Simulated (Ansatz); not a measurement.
Start from `BC/N=C/[SeH]` and change one atom or group to get `BCN=C`.

Ansatz, PBE0-D4/def2-TZVP geometries, multiplicity 1. Each molecule was computed in one conformer, which needn't be the lowest.

Scalar relativity is left out up to krypton.

```csv
property,`BC/N=C/[SeH]`
LUMO energy (PBE/def2-TZVPP) / eV,-2.53
HOMO energy (PBE0/def2-TZVPP) / eV,-6.74
HOMO energy (PBE/def2-TZVPP) / eV,-5.67
LUMO energy (B3LYP/def2-TZVPP) / eV,-1.73
size of the dipole moment (B3LYP/def2-TZVPP) / D,2.18
size of the dipole moment (PBE/def2-TZVPP) / D,2.11
```

**Question.** Give the same properties after the change, and the shifts. (An estimate is asked.)

**Answer.** The calculation gave: 
| property | `BCN=C` | shift |
| --- | --- | --- |
| LUMO energy (PBE/def2-TZVPP) / eV | -2.49 | 0.04 |
| HOMO energy (PBE0/def2-TZVPP) / eV | -7.39 | -0.65 |
| HOMO energy (PBE/def2-TZVPP) / eV | -5.93 | -0.26 |
| LUMO energy (B3LYP/def2-TZVPP) / eV | -1.68 | 0.05 |
| size of the dipole moment (B3LYP/def2-TZVPP) / D | 1.58 | -0.60 |
| size of the dipole moment (PBE/def2-TZVPP) / D | 1.52 | -0.59 |

With PBE0 the HOMO falls by 0.65 eV and the LUMO rises by 0.07 eV, so the gap widens by about 0.72 eV. PBE moves the HOMO by -0.26 eV and ωB97M-V by -0.93 eV. Dipoles are sizes alone; their direction can turn.

B3LYP here is the variant with VWN-RPA as its local correlation; programs differ in this.

Spin–orbit coupling is left out; it splits and shifts lone-pair levels of the heavy atoms by tenths of an eV.
